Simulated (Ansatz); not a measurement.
A further run on the cluster Sn4Cl4.

```yaml
crystal:
  periodic: [false, false, false]
  atoms:
    - {symbol: Sn, position_ang: [-2.171866, 0.592998, 0.329637]}
    - {symbol: Sn, position_ang: [-0.039339, -0.624282, -1.670847]}
    - {symbol: Sn, position_ang: [-0.465583, -1.648741, 1.493780]}
    - {symbol: Sn, position_ang: [0.374155, 2.241853, 0.012951]}
    - {symbol: Cl, position_ang: [0.103792, -3.161859, -0.536001]}
    - {symbol: Cl, position_ang: [-0.719806, 1.107838, 2.495142]}
    - {symbol: Cl, position_ang: [1.179544, 1.760542, -2.409131]}
    - {symbol: Cl, position_ang: [1.739113, -0.268350, 0.284460]}
basis:
  gaussian: {orbitals: def2-SVPD, final_grid: {core_spheres: 20, valence_spheres: 16, degree: 47}}
hamiltonian: {xc: {name: r2SCAN0}}
scf: {omitted_lower_state_checks: [starts]}
output: {forces: true}
```

```sh
$ ansatz run in.yaml --threads 4 --pin off --events-out ev --progress --plain --max-ram 4787MiB
```

Shortened log:

```
Functional definition: r2SCAN0
2684 factors; integrals over basis functions are off by at most 1.3e-4 eV
mean field evaluation 1: about -73410.1944 eV, gradient 2.4e1 eV
mean field evaluation 2: about -73409.1458 eV, gradient 3.1e1 eV
mean field evaluation 4: about -73411.9685 eV, gradient 1.7e0 eV
mean field evaluation 8: about -73412.0940 eV, gradient 1.2e-1 eV
mean field evaluation 16: about -73412.0940 eV, gradient 2.0e-4 eV
mean field -73412.09400550 eV, -2697.8446941978 hartree, gradient 1.4e-5 eV, S^2 0.000000; 0 other end points of the search recorded, 0 dependent functions left out
reference -73412.09401871 eV, -2697.8446946830 hartree; 78, 78 occupied and 158, 158 virtual orbitals, 2684 factors
Total energy: -73412.09401871 eV, -2697.8446946830 hartree
Atom 0 at    -2.171866     0.592998     0.329637 Å, force     0.143636    -0.019422     0.019244 eV/Å
Atom 1 at    -0.039339    -0.624282    -1.670847 Å, force     0.015766     0.035580     0.118940 eV/Å
Atom 2 at    -0.465583    -1.648741     1.493780 Å, force     0.000911     0.125362    -0.034438 eV/Å
Atom 3 at     0.374155     2.241853     0.012951 Å, force    -0.049209    -0.109899     0.056203 eV/Å
Atom 4 at     0.103792    -3.161859    -0.536001 Å, force     0.000267    -0.059753    -0.013330 eV/Å
Atom 5 at    -0.719806     1.107838     2.495142 Å, force    -0.015159    -0.017458    -0.060970 eV/Å
Atom 6 at     1.179544     1.760542    -2.409131 Å, force     0.016910     0.037416    -0.047754 eV/Å
Atom 7 at     1.739113    -0.268350     0.284460 Å, force    -0.113121     0.008173    -0.037896 eV/Å
Dipole moment:    -0.448767     0.097808    -0.007516 e Å
Checks for a lower state left out: starts
```

It took 49 s on 4 threads of Arm Neoverse N1 on a shared host, peak host memory 1.4 GiB.

In the def2 sets Sn takes a core potential; there is no spin–orbit coupling.
